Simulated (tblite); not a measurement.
Compound: C6H10S (charge +1 and doublet state).
Atom-mapped SMILES: `[CH:1]#[C:2][C@H:3]([CH2:4][CH3:5])[CH2:6][SH+:7]` (hydrogens: H8 on C1; H9 on C3; H10, H11 on C4; H12, H13, H14 on C5; H15, H16 on C6; H17 on S7)

A start from a force field or distance geometry was refined with tblite, GFN2-xTB geometry optimisation, gas phase. Values at the start:

```json
{"coordinate": "C1≡C2", "start": "1.202 Å"}
{"coordinate": "C1–H8", "start": "1.061 Å"}
{"coordinate": "C2–C3", "start": "1.484 Å"}
{"coordinate": "C3–C4", "start": "1.556 Å"}
{"coordinate": "C3–C6", "start": "1.531 Å"}
{"coordinate": "C3–H9", "start": "1.100 Å"}
{"coordinate": "C4–C5", "start": "1.517 Å"}
{"coordinate": "C4–H10", "start": "1.085 Å"}
{"coordinate": "C4–H11", "start": "1.104 Å"}
{"coordinate": "C5–H12", "start": "1.096 Å"}
{"coordinate": "C6–S7", "start": "1.831 Å"}
{"coordinate": "C6–H15", "start": "1.092 Å"}
{"coordinate": "C6–H16", "start": "1.106 Å"}
{"coordinate": "S7–H17", "start": "1.336 Å"}
{"coordinate": "C1–C2–C3", "start": "178.3°"}
{"coordinate": "C2–C3–C4", "start": "110.2°"}
{"coordinate": "C2–C3–C6", "start": "111.9°"}
{"coordinate": "C3–C4–C5", "start": "112.9°"}
{"coordinate": "C3–C6–S7", "start": "115.8°"}
{"coordinate": "C4–C3–C6", "start": "112.6°"}
{"coordinate": "C2–C3–C4–C5", "start": "69°"}
{"coordinate": "C2–C3–C6–S7", "start": "66°"}
```

Task: How do these coordinates change at the GFN2-xTB level?

Result: 
```tsv
coordinate	GFN2-xTB (Å or °)	change
C2–C3	1.443	-0.041
C6–S7	1.806	-0.025
C4–H10	1.103	+0.018
C6–H16	1.090	-0.016
S7–H17	1.349	+0.013
C4–H11	1.092	-0.012
C4–C5	1.507	-0.010
C1–H8	1.052	-0.009
C3–C4	1.549	-0.007
C3–C6	1.538	+0.007
C5–H12	1.092	-0.004
C3–H9	1.098	-0.002
C1≡C2	1.203	+0.001
C6–H15	1.093	+0.001
C4–C3–C6	107.9	-4.7
C3–C6–S7	112.4	-3.4
C2–C3–C4	112.0	+1.8
C2–C3–C6	111.2	-0.7
C1–C2–C3	178.7	+0.4
C3–C4–C5	112.7	-0.2
C2–C3–C4–C5	55	-14
C2–C3–C6–S7	62	-4
```

The energy falls by 12.0 kJ/mol over 92 L-BFGS steps, the largest force on an atom goes from 1.44 to 0.008 eV/Å, and the atoms move by 0.228 Å rms after alignment. The bond that changes most is C2–C3 (ends: carbon bonded to 2 C; carbon bonded to 3 C and H), which shortens by 0.041 Å. Bonds longer at the end by more than 0.005 Å: 3 of 16; shorter: 9. Among the dihedrals that turn most is C6–C3–C4–C5, from -165° to 177°. Rotational constants go from 2652, 1464, 1107 to 2702, 1582, 1218 MHz.

Time: 0.48 s wall. Hardware: one thread, Arm Neoverse V2 (aarch64), on a shared host.

Its GFN2-xTB frequencies are all real (lowest 61 cm⁻¹). 3 starts were optimised and ended at 0.00, 1.29 and 1.37 kcal/mol (GFN2-xTB); the lowest of these is shown.

One conformer stands for the species.

These are computed values.
